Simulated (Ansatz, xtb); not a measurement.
**A geometry optimisation of C3H8AlBO with r2SCAN-D4/def2-SVP**

The starting geometry of this gas-phase singlet was built from a drawn formula by distance geometry and a force field; its bonds are those of `B[C@@H](C=O)[AlH][CH3]`.

```xyz
14

C    -0.2853    0.8624    0.4646
C    -0.6129   -0.3901    1.1681
C     1.6073   -0.6944   -1.9753
Al    1.4357    0.6694   -0.5434
B    -1.3770    1.2878   -0.5685
O    -0.7447   -0.4385    2.3489
H    -1.4598    2.4066   -0.9047
H    -1.8351    0.4866   -1.2978
H    -0.1192    1.7472    1.2509
H    -0.7202   -1.2977    0.5567
H     2.6830    1.6147   -0.2109
H     0.8325   -0.4954   -2.7344
H     1.4697   -1.6650   -1.5084
H     2.6063   -0.6591   -2.3880
```

Question: Predict what it relaxes into with r2SCAN-D4/def2-SVP.

Answer: It keeps its bonds, and is `B[C@@H](C=O)[AlH][CH3]`.

The energy falls by 0.52 eV over 35 steps:

| step | E − E(last) (eV) |
| --- | --- |
| 1 | 0.524 |
| 5 | 0.061 |
| 9 | 0.021 |
| 12 | 0.014 |
| 16 | 0.009 |
| 20 | 0.005 |
| 24 | 0.002 |
| 27 | 0.001 |
| 31 | 0.000 |
| 35 | 0.000 |

Final geometry (Å):

```xyz
14

C    -0.3805    0.8300    0.3832
C    -0.6527   -0.5904    0.7135
C     1.8224   -0.8739   -1.5253
Al    1.2202    0.8381   -0.8357
B    -1.3801    1.6700   -0.3915
O    -0.1187   -1.2110    1.6081
H    -1.2715    2.8723   -0.4532
H    -2.2616    1.1222   -1.0177
H     0.2151    1.3388    1.1760
H    -1.4127   -1.0775    0.0406
H     1.9188    2.2426   -1.0481
H     1.0832   -1.2884   -2.2351
H     1.9070   -1.6140   -0.7105
H     2.7913   -0.8241   -2.0465
```

From the same start GFN2-xTB ends elsewhere, differing in C1–Al4 (3.88 against 2.01 Å here), Al4–O6 (1.66 against 3.46 Å here).

The end wasn't checked by frequencies. Run with Ansatz 0.2.0, 65 s on 2 threads of Intel(R) Xeon(R) 6975P-C (Granite Rapids) (shared host).
